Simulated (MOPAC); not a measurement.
MOPAC input (AM1):

```
AM1 1SCF GEO-OK AUX(PRECISION=9) THREADS=1
C2H2Cl2

Cl    1.67396132 1    0.34604040 1   -0.06080254 1
C     0.60093478 1   -0.99847587 1   -0.02298582 1
C    -0.72031732 1   -0.91602633 1    0.02537229 1
Cl   -1.61799549 1    0.55146701 1    0.05968378 1
H     1.09109596 1   -1.96072980 1   -0.04188706 1
H    -1.32621992 1   -1.80988304 1    0.04658721 1
```

Output:

```
 *******************************************************************************
 **                                                                           **
 **                              MOPAC v23.2.5                                **
 **                                                                           **
 *******************************************************************************
 ** MOPAC's Digital Object Identifier: https://doi.org/10.5281/zenodo.6511958 **
 **                                                                           **
 ** Please cite the open-source release paper for use of this MOPAC version:  **
 ** J. E. Moussa and J. J. P. Stewart (2026)                                  **
 ** MOPAC: An open-source semiempirical molecular orbital program             **
 ** J. Open Source Softw., 11(119), 8025, https://doi.org/10.21105/joss.08025 **
 *******************************************************************************

                              AM1 CALCULATION RESULTS

 *******************************************************************************
 *  AM1        - The AM1 Hamiltonian to be used
 *  GEO-OK     - OVERRIDE INTERATOMIC DISTANCE AND OTHER SAFETY CHECKS
 *  1SCF       - DO 1 SCF AND THEN STOP
 *  AUX        - OUTPUT AUXILIARY INFORMATION
 *******************************************************************************
AM1 1SCF GEO-OK AUX(PRECISION=9) THREADS=1
 C2H2Cl2

   ATOM   CHEMICAL          X               Y               Z
  NUMBER   SYMBOL      (ANGSTROMS)     (ANGSTROMS)     (ANGSTROMS)

     1      Cl          1.67396132  *   0.34604040  *  -0.06080254  *
     2       C          0.60093478  *  -0.99847587  *  -0.02298582  *
     3       C         -0.72031732  *  -0.91602633  *   0.02537229  *
     4      Cl         -1.61799549  *   0.55146701  *   0.05968378  *
     5       H          1.09109596  *  -1.96072980  *  -0.04188706  *
     6       H         -1.32621992  *  -1.80988304  *   0.04658721  *

          CARTESIAN COORDINATES

    NO.       ATOM           X           Y           Z

     1        Cl          1.6740      0.3460     -0.0608
     2         C          0.6009     -0.9985     -0.0230
     3         C         -0.7203     -0.9160      0.0254
     4        Cl         -1.6180      0.5515      0.0597
     5         H          1.0911     -1.9607     -0.0419
     6         H         -1.3262     -1.8099      0.0466

  H: (AM1): M.J.S. DEWAR ET AL, J. AM. CHEM. SOC. 107 3902-3909 (1985)
  C: (AM1): M.J.S. DEWAR ET AL, J. AM. CHEM. SOC. 107 3902-3909 (1985)
 Cl: (AM1): M.J.S. DEWAR AND E. G. ZOEBISCH, THEOCHEM, 180, 1 (1988).

           Empirical Formula: C2 H2 Cl2  =     6 atoms

      MOLECULAR POINT GROUP   :   C2v

      RHF CALCULATION, NO. OF DOUBLY OCCUPIED LEVELS = 12

 -------------------------------------------------------------------------------
 AM1 1SCF GEO-OK AUX(PRECISION=9) THREADS=1
 C2H2Cl2

     1SCF WAS SPECIFIED, SO BFGS WAS NOT USED
     SCF FIELD WAS ACHIEVED

                              AM1 CALCULATION
                                                       MOPAC v23.2.5 Linux

          FINAL HEAT OF FORMATION =         -1.97912 KCAL/MOL =      -8.28064 KJ/MOL

          COSMO AREA              =        110.56 SQUARE ANGSTROMS
          COSMO VOLUME            =         96.37 CUBIC ANGSTROMS

          IONIZATION POTENTIAL    =         10.147263 EV
          HOMO LUMO ENERGIES (EV) =        -10.147  0.352
          NO. OF FILLED LEVELS    =         12
          MOLECULAR WEIGHT        =         96.9438         POINT GROUP:  C2v

          MOLECULAR DIMENSIONS (Angstroms)

            Atom       Atom       Distance
            H     5   Cl     4     3.69603
            H     6   Cl     1     3.62188
            C     3   Cl     1     0.00000

          SCF CALCULATIONS        =          1

   ATOM   CHEMICAL          X               Y               Z
  NUMBER   SYMBOL      (ANGSTROMS)     (ANGSTROMS)     (ANGSTROMS)

     1      Cl          1.67396132  *   0.34604040  *  -0.06080254  *
     2       C          0.60093478  *  -0.99847587  *  -0.02298582  *
     3       C         -0.72031732  *  -0.91602633  *   0.02537229  *
     4      Cl         -1.61799549  *   0.55146701  *   0.05968378  *
     5       H          1.09109596  *  -1.96072980  *  -0.04188706  *
     6       H         -1.32621992  *  -1.80988304  *   0.04658721  *

                             CARTESIAN COORDINATES

   1   Cl        1.673961320     0.346040400    -0.060802540
   2    C        0.600934780    -0.998475870    -0.022985820
   3    C       -0.720317320    -0.916026330     0.025372290
   4   Cl       -1.617995490     0.551467010     0.059683780
   5    H        1.091095960    -1.960729800    -0.041887060
   6    H       -1.326219920    -1.809883040     0.046587210

           Empirical Formula: C2 H2 Cl2  =     6 atoms

      MOLECULAR POINT GROUP   :   C2v

                  EIGENVALUES
 -38.18895 -37.54116 -33.12751 -22.87867 -17.69613 -16.40900 -14.22525 -13.82014
 -12.74720 -11.98684 -11.89297 -10.14726   0.35198   0.88865   1.35760   3.72755
   4.27252   4.47286

              NET ATOMIC CHARGES AND DIPOLE CONTRIBUTIONS

  ATOM NO.   TYPE          CHARGE      No. of ELECS.   s-Pop       p-Pop
    1         Cl          -0.015700        7.0157     1.98336     5.03234
    2          C          -0.144556        4.1446     1.24343     2.90112
    3          C          -0.144556        4.1446     1.24343     2.90112
    4         Cl          -0.015700        7.0157     1.98336     5.03234
    5          H           0.160256        0.8397     0.83974
    6          H           0.160256        0.8397     0.83974
 DIPOLE           X         Y         Z       TOTAL
 POINT-CHG.    -0.102    -1.641     0.002     1.644
 HYBRID        -0.003    -0.042     0.000     0.042
 SUM           -0.105    -1.683     0.002     1.686

          ATOMIC ORBITAL ELECTRON POPULATIONS

     Atom    s        px        py        pz
    1 Cl   1.98336   1.62230   1.45213   1.95791
    2  C   1.24343   0.91460   0.94501   1.04151
    3  C   1.24343   0.93069   0.92891   1.04152
    4 Cl   1.98336   1.72919   1.34516   1.95799
    5  H   0.83974
    6  H   0.83974

 **********************
 *                    *
 * JOB ENDED NORMALLY *
 *                    *
 **********************

 == MOPAC DONE ==
```

The geometry given is a B3LYP-D3(BJ)/def2-TZVP minimum.
